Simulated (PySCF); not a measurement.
A GIAO shielding run with PySCF (density fitting, non-relativistic, gas phase) on `InChI=1S/C3H11N2PSi/c1-3-7(4,6)5-2/h2-4,6H2,1H3/t7-/m1/s1`:

```
$ OMP_NUM_THREADS=1 python probes_run.py task.json out

{"job": {"kind": "nmr", "xc": "PBE0", "basis": "pcSseg-1"}, "charge": 0, "multiplicity": 1}
C     -0.541458     2.412705    -0.772531
N     -0.506548     1.686868     0.242846
Si    -0.587362    -0.057699     0.310886
N     -1.772292    -0.562916     1.467864
P     -1.065248    -0.867298    -1.751051
C      1.124546    -0.662831     0.881595
C      2.179447    -0.456654    -0.195531
H     -0.639703     2.031040    -1.796888
H     -0.474142     3.491481    -0.660906
H     -1.606957    -0.321486     2.432078
H     -2.741701    -0.399655     1.246337
H     -0.776577    -2.179181    -1.434505
H     -2.411741    -1.048735    -1.493881
H      1.065977    -1.719788     1.138734
H      1.417640    -0.130475     1.784609
H      3.139630    -0.869593     0.109858
H      1.876308    -0.943437    -1.122648
H      2.311421     0.603969    -0.398525
```

Hardware: 1 thread of an Arm Neoverse V1, shared host. The job also computes population analyses, field gradients.

Q: How large is the calculation?

A: 72 electrons, 188 basis functions and 1013 auxiliary functions.

Q: How long does it take, and how much memory does it need?

A: 34 s of wall time, with 14 SCF cycles and 5 response iterations; peak memory 0.89 GiB. Times on a shared host scatter by some tens of per cent.
